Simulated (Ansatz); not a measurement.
Mulliken charges of C₂H₃FOZn, SMILES `[F][Zn][CH]1CO1` from ωB97M-V/def2-TZVPP in Ansatz (PBE0-D4/def2-TZVP geometry).

```
atom   x (Å)   y (Å)   z (Å)  charge (e)
  F1  -3.447  -0.629   0.147      -0.484
 Zn2  -1.775  -0.122   0.249       0.564
  C3   0.061   0.431   0.358       0.056
  C4   1.145  -0.277  -0.338      -0.085
  O5   0.654   0.942  -0.845      -0.342
  H6   0.370   0.990   1.242       0.095
  H7   2.152  -0.234   0.073       0.100
  H8   0.932  -1.158  -0.940       0.096
```

Task: By hand: the dipole of these point charges (1 e Å = 4.8032 D).

Result: Σ q r = (0.689, -0.079, 0.442) e Å, of length 0.822 e Å = 3.95 D.

Task: How does the dipole of the full density compare? (Best estimate.)

Result: Computed: (0.497, -0.107, 0.280) e Å, 2.79 D; the point charges give 1.42 times that, at 6° from its direction.

Point charges leave out the atoms' own dipoles, such as those of lone pairs, and Mulliken's split depends on the basis, so the two needn't agree.
